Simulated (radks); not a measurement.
Results of a calculation; reference values are marked as such.
Kr18+, 18 electrons, occupied as [Ar]. Code: a radial shooting solver on a logarithmic mesh with Libxc functionals. Model: Dirac Kohn-Sham, PBE, spin-unpolarised, spherical densities, point nucleus.

Normalised radial functions P(r) = r R(r) (large component), r in bohr:

```
   r/bohr * 2p1/2, o 2p3/2, + 3p1/2 (the largest magnitude, 2.46, reaches the edge; | marks zero, & curves that meet)
 0.002183                             &
 0.002709                             &
 0.003389                             &
  0.00424                             &
 0.005305                             &*
 0.006584                             +&
 0.008237                             |&
  0.01031                             |&*
  0.01289                             |+&
  0.01613                             | +&
  0.02002                             | + o*
  0.02504                             |  +  &
  0.03133                             |   +   o*
   0.0392                             |     +    o*
  0.04865                             |      +      o*
  0.06086                             |        +        o*
  0.07614                             |         +           o*
  0.09526                             |         +              o*
   0.1192                             |        +                 &
   0.1479                             |     +                   &
   0.1851                             |+                    *o
   0.2315                       +     |                &
   0.2896                 +           |          &
   0.3595            +                |     &
   0.4497           +                 | *o
   0.5626              +              |&
   0.7039                    +        &
   0.8806                         +   &
    1.093                           + &
    1.367                             &
```

2p1/2: eigenvalue -2369.9 eV, 0 radial nodes, <r> = 0.156 bohr, 90 % of the charge inside 0.255 bohr. 2p3/2: eigenvalue -2315.7 eV, 0 radial nodes, <r> = 0.160 bohr, 90 % of the charge inside 0.260 bohr. 3p1/2: eigenvalue -773.79 eV, 1 radial node at r = 0.193 bohr, <r> = 0.460 bohr, 90 % of the charge inside 0.685 bohr.
